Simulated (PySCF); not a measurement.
SnHFBr₂, SMILES [Br][SnH]([F])[Br].

Coordinates come from a r2SCAN-D4/def2-SVP optimisation. The structure was generated by enumeration; whether it is a known compound was not checked. The def2 effective core potentials stand for the cores of Sn; spin–orbit coupling is left out.

Two levels are set side by side: TDA-PBE/def2-SVPD (PySCF) and TDA-CAM-B3LYP/def2-SVPD (PySCF). Vertical, same geometry. The lowest singlet is HOMO→LUMO 79 %, HOMO−1→LUMO 20 % with PBE and HOMO→LUMO 86 % with the other functional; states are paired by order. Differences are taken from unrounded values.

```csv
quantity,TDA-PBE
lowest singlet excitation (eV),4.18
lowest triplet excitation (TDA) (eV),3.82
```

**Question.** These are the TDA-PBE values. What does TDA-CAM-B3LYP give? (Estimate from the structure and the level; the computed values follow.)

**Answer.** 
```json
[
 {"quantity": "lowest singlet excitation (eV)", "TDA-CAM-B3LYP": "5.07", "TDA-PBE minus TDA-CAM-B3LYP": "-0.89"},
 {"quantity": "lowest triplet excitation (TDA) (eV)", "TDA-CAM-B3LYP": "4.56", "TDA-PBE minus TDA-CAM-B3LYP": "-0.74"}
]
```

A lower first singlet is the usual sign of a functional without exact exchange. Differences between two approximate levels are no errors against the true value.

Rough cost on one machine, each run with all the roots and properties that it gave: TDA-CAM-B3LYP against TDA-PBE about 3 times.
